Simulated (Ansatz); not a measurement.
Consider the atomization: `C[CH2][Ga@-]1([Cl])[Br+][Ga@-]([Cl])([CH2]C)[Br+]1` → 2 Br• + 4 C• + 2 Cl• + 2 Ga• + 10 H•.

Computed with Ansatz on PBE0-D4/def2-TZVP structures; ΔE is electronic, products minus reactants. CCSD(T)/CBS adds triple-zeta CCSD(T) − MP2 to the extrapolated MP2 energy (def2 sets, frozen cores). This one scheme is used for every species, atoms too. DFT in def2-TZVPP. B3LYP here is the variant with VWN-RPA as its local correlation; programs differ in this. HSE06 is defined as in plane-wave codes. No spin–orbit coupling; open shells (•) take unrestricted orbitals. Spin–orbit coupling would lower the free atoms: a little for C, Cl; clearly for Br, Ga. For Br, Ga outer-core shells are correlated without core-valence functions, so the limit isn't a true one: a few kJ/mol of doubt a bond, and 10 to 20 or more in all where bonds break to atoms. Scalar relativity is left out up to krypton. Each species was taken in one conformer, which may not be the lowest.

`C[CH2][Ga@-]1([Cl])[Br+][Ga@-]([Cl])([CH2]C)[Br+]1`:

```xyz
20

C     0.567    2.620   -1.996
C     1.067    1.184   -1.912
Ga   -0.358   -0.134   -2.186
Cl   -1.499   -0.402   -3.984
Br    0.379   -2.408   -1.458
Ga   -0.857   -1.936    0.662
Cl   -2.348   -3.466    0.860
C     0.368   -1.332    2.069
C    -0.357   -0.700    3.250
Br   -2.017    0.052   -0.321
H    -0.194    2.828   -1.240
H     1.384    3.330   -1.839
H     0.129    2.839   -2.973
H     1.515    0.973   -0.937
H     1.834    0.984   -2.665
H     1.066   -0.630    1.606
H     0.950   -2.204    2.379
H    -1.048   -1.401    3.723
H    -0.934    0.177    2.947
H     0.353   -0.373    4.016
```

```json
{"level": "LDA (SPW92)", "ΔE (kJ/mol)": "8006.1", "difference from CCSD(T)/CBS": "910.0"}
{"level": "PBE-D4", "ΔE (kJ/mol)": "7160.7", "difference from CCSD(T)/CBS": "64.6"}
{"level": "revPBE-D4", "ΔE (kJ/mol)": "6993.2", "difference from CCSD(T)/CBS": "-102.9"}
{"level": "BLYP-D4", "ΔE (kJ/mol)": "6938.4", "difference from CCSD(T)/CBS": "-157.7"}
{"level": "r2SCAN-D4", "ΔE (kJ/mol)": "7115.4", "difference from CCSD(T)/CBS": "19.3"}
{"level": "B97M-V", "ΔE (kJ/mol)": "7070.7", "difference from CCSD(T)/CBS": "-25.4"}
{"level": "PBE0-D4", "ΔE (kJ/mol)": "7106.7", "difference from CCSD(T)/CBS": "10.6"}
{"level": "B3LYP-D4", "ΔE (kJ/mol)": "7001.2", "difference from CCSD(T)/CBS": "-94.9"}
{"level": "r2SCAN0-D4", "ΔE (kJ/mol)": "7049.6", "difference from CCSD(T)/CBS": "-46.5"}
{"level": "HSE06-D4", "ΔE (kJ/mol)": "7111.1", "difference from CCSD(T)/CBS": "15.0"}
{"level": "CAM-B3LYP-D4", "ΔE (kJ/mol)": "7028.7", "difference from CCSD(T)/CBS": "-67.4"}
{"level": "ωB97M-V", "ΔE (kJ/mol)": "7052.5", "difference from CCSD(T)/CBS": "-43.6"}
{"level": "B2PLYP", "ΔE (kJ/mol)": "6943.3", "difference from CCSD(T)/CBS": "-152.8"}
{"level": "PBE-QIDH", "ΔE (kJ/mol)": "7097.6", "difference from CCSD(T)/CBS": "1.5"}
{"level": "PBE", "ΔE (kJ/mol)": "7081.8", "difference from CCSD(T)/CBS": "-14.3"}
{"level": "revPBE", "ΔE (kJ/mol)": "6811.1", "difference from CCSD(T)/CBS": "-285.0"}
{"level": "BLYP", "ΔE (kJ/mol)": "6777.2", "difference from CCSD(T)/CBS": "-318.9"}
{"level": "r2SCAN", "ΔE (kJ/mol)": "7094.5", "difference from CCSD(T)/CBS": "-1.6"}
{"level": "PBE0", "ΔE (kJ/mol)": "7036.9", "difference from CCSD(T)/CBS": "-59.2"}
{"level": "B3LYP", "ΔE (kJ/mol)": "6873.7", "difference from CCSD(T)/CBS": "-222.4"}
{"level": "r2SCANh", "ΔE (kJ/mol)": "7064.9", "difference from CCSD(T)/CBS": "-31.2"}
{"level": "r2SCAN0", "ΔE (kJ/mol)": "7024.0", "difference from CCSD(T)/CBS": "-72.1"}
{"level": "HSE06", "ΔE (kJ/mol)": "7044.3", "difference from CCSD(T)/CBS": "-51.8"}
{"level": "BHLYP", "ΔE (kJ/mol)": "6777.2", "difference from CCSD(T)/CBS": "-318.9"}
{"level": "CAM-B3LYP", "ΔE (kJ/mol)": "6954.7", "difference from CCSD(T)/CBS": "-141.4"}
{"level": "LC-ωPBE", "ΔE (kJ/mol)": "7014.2", "difference from CCSD(T)/CBS": "-81.9"}
{"level": "MP2/def2-SVP", "ΔE (kJ/mol)": "6856.9", "difference from CCSD(T)/CBS": "-239.2"}
{"level": "CCSD/def2-SVP", "ΔE (kJ/mol)": "6680.4", "difference from CCSD(T)/CBS": "-415.7"}
{"level": "CCSD(T)/def2-SVP", "ΔE (kJ/mol)": "6754.1", "difference from CCSD(T)/CBS": "-342.0"}
{"level": "HF/def2-TZVPP", "ΔE (kJ/mol)": "5320.6", "difference from CCSD(T)/CBS": "-1775.5"}
{"level": "MP2/def2-TZVPP", "ΔE (kJ/mol)": "7080.0", "difference from CCSD(T)/CBS": "-16.1"}
{"level": "SCS-MP2/def2-TZVPP", "ΔE (kJ/mol)": "6986.7", "difference from CCSD(T)/CBS": "-109.4"}
{"level": "CCSD/def2-TZVPP", "ΔE (kJ/mol)": "6837.0", "difference from CCSD(T)/CBS": "-259.1"}
{"level": "CCSD(T)/def2-TZVPP", "ΔE (kJ/mol)": "6945.4", "difference from CCSD(T)/CBS": "-150.7"}
{"level": "HF/def2-QZVPP", "ΔE (kJ/mol)": "5317.8", "difference from CCSD(T)/CBS": "-1778.3"}
{"level": "MP2/def2-QZVPP", "ΔE (kJ/mol)": "7165.5", "difference from CCSD(T)/CBS": "69.4"}
{"level": "SCS-MP2/def2-QZVPP", "ΔE (kJ/mol)": "7082.8", "difference from CCSD(T)/CBS": "-13.3"}
{"level": "HF/CBS(def2)", "ΔE (kJ/mol)": "5317.6", "difference from CCSD(T)/CBS": "-1778.5"}
{"level": "MP2/CBS(def2)", "ΔE (kJ/mol)": "7230.6", "difference from CCSD(T)/CBS": "134.5"}
{"level": "CCSD/CBS(def2)", "ΔE (kJ/mol)": "6987.6", "difference from CCSD(T)/CBS": "-108.5"}
{"level": "CCSD(T)/CBS", "ΔE (kJ/mol)": "7096.1", "difference from CCSD(T)/CBS": "0"}
```

Largest T1 diagnostic among the species: 0.013.

From r2SCAN to r2SCAN0 (25 % exact exchange), in def2-TZVPP and without D4, ΔE moves by −70.4 kJ/mol: exact exchange takes away binding that semilocal exchange gives to molecules. At CCSD(T), def2-SVP lies −342.0 kJ/mol from the extrapolated value and def2-TZVPP −150.7 kJ/mol: correlation converges slowly with the basis, and small sets miss more of it in the bonded molecule than in its fragments. In def2-TZVPP, CCSD(T) changes the Hartree–Fock value by +1624.8 kJ/mol (the triples alone add +108.4 kJ/mol) and MP2 by +1759.4 kJ/mol; breaking electron pairs costs correlation energy, which Hartree–Fock lacks.

For atomizations the MP2-based limit and the directly extrapolated one differ by several kJ/mol either way, and by 10 to 25 for some Ge, Se and Sn compounds, so smaller differences from it don't rank the levels.
